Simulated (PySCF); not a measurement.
ZrIH3, SMILES [ZrH3][I], multiplicity 1.

Geometry: B3LYP-D3(BJ)/def2-TZVP. The spin state was assumed, not searched. The structure was generated by enumeration; whether it is a known compound was not checked. The def2 effective core potentials stand for the cores of I, Zr; spin–orbit coupling is left out.

These are B3LYP-D3(BJ)/def2-TZVP (PySCF 2.14.0) values and carry that method's errors.

Frequencies are harmonic and unscaled.

Modes within 1.5 cm⁻¹ of each other (mostly degenerate sets) share a row, with their intensities summed.

Computed vibrational spectrum:
```csv
mode,ν (cm⁻¹),IR (km/mol),Raman (Å⁴/amu),depolarisation,moving atoms (share of kinetic energy)
1,221,9.1,8.6,0.16,"Zr 53 %, I 42 %"
2–3,315,50.9,13.0,0.75,H 96 %
4,551,224.1,8.8,0.50,H 94 %
5–6,604,166.9,131.7,0.75,H 99 %
7–8,1693,834.3,202.0,0.75,H 98 %
9,1735,303.3,332.7,0.00,H 100 %
```
